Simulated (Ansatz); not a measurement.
The first iterations of a band of a periodic cell of 15 atoms, TiW$_{14}$ (host W, host structure bcc, dopant Ti, one W atom removed).

Method: DFT PBE-D3(BJ), scalar-relativistic, plane waves, PAW in Ansatz 0.2.0. Settings: PAW set soft_1, cutoff 420 eV, k mesh 3x3x3, fermi-dirac smearing 0.1 eV, no spin polarisation.

```yaml
movable_images: 5
climbing_image: yes
spring: 5.0 eV/Å²
optimiser: lbfgs
start_path: straight line
force_threshold: 0.05 eV/Å
iteration_limit: 38
end_points: relaxed
```

Initial state:

```xyz
15
Lattice="6.3200 0.0000 0.0000 0.0000 6.3200 0.0000 0.0000 0.0000 6.3200" Properties=species:S:1:pos:R:3
Ti 0.061 -0.043 -0.042
W 3.167 0.003 0.004
W 0.015 3.172 0.004
W 0.015 0.004 3.173
W 1.586 1.583 1.584
W 3.135 3.203 -0.017
W 3.135 -0.018 3.204
W 4.740 1.599 1.600
W 0.036 3.203 3.204
W 1.601 4.737 1.614
W 1.601 1.613 4.738
W 3.168 3.171 3.172
W 4.755 4.752 1.584
W 4.755 1.583 4.753
W 4.726 4.737 4.738
```

Final state:

```xyz
15
Lattice="6.3200 0.0000 0.0000 0.0000 6.3200 0.0000 0.0000 0.0000 6.3200" Properties=species:S:1:pos:R:3
Ti 1.530 -1.530 -1.530
W 3.186 0.011 0.011
W -0.011 3.134 0.011
W -0.011 0.011 3.134
W 1.555 1.545 1.545
W 3.155 3.165 -0.005
W 3.155 -0.005 3.165
W 4.743 1.577 1.577
W 0.005 3.165 3.165
W 1.575 4.745 1.576
W 1.575 1.576 4.745
W 3.170 3.150 3.150
W 4.775 4.765 1.545
W 4.775 1.545 4.765
W 4.744 4.745 4.745
```

| iteration | highest image above the first end (eV) | largest band force component (eV/Å) |
| --- | --- | --- |
| 1 | 1.251 | 0.811 |
| 2 | 1.148 | 0.597 |

Question: Does the band converge within its limit, and where does its top end?

Answer: It converged. It ended after 5 iterations with the highest image 1.015 eV above the first end. By the program's own check the climbing image is a first-order saddle point (lowest curvatures found: -1.55 and 8.07 eV/Å²). Limits of this set-up: coarse k mesh, a small cell, in which the defect meets its images.

Time of the run: 16 min on 4 threads of Arm Neoverse V1, with other jobs on the host, peak memory 3 GiB.
